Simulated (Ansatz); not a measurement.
Correlation energies of `[NH2][Sn]([NH2])([F])[F]` by basis set

```tsv
atom	x (Å)	y (Å)	z (Å)
N1	0.3014	-1.7355	-0.2812
Sn2	0.2494	0.2513	-0.2752
N3	-1.0059	1.0256	1.0572
F4	1.9185	1.1078	0.0931
F5	-0.1036	0.7213	-2.0945
H6	0.7128	-2.1378	0.5511
H7	0.7736	-2.1125	-1.0930
H8	-1.9816	0.8621	0.8450
H9	-0.8647	2.0178	1.1974
```

Total charge 0; spin multiplicity 1. Correlated methods include outer-core shells of Sn, which these sets cover unevenly. Sn: def2 effective core potential. All single points use the PBE0-D4/def2-TZVP geometry. It is one conformer, not always the lowest. Frozen core, restricted reference, Ansatz.

```tsv
basis	HF (Eh)	MP2 corr.
def2-SVP	-523.26485	-0.83135
def2-TZVPP	-523.68597	-1.25551
def2-QZVPP	-523.70498	-1.55042
```

Q: Estimate the CCSD correlation energy and the (T) correction in each basis where they were run (hartree).

A: 
```json
{"basis": "def2-SVP", "CCSD corr.": "-0.85513", "(T)": "-0.01844"}
{"basis": "def2-TZVPP", "CCSD corr.": "-1.25800", "(T)": "-0.04193"}
```
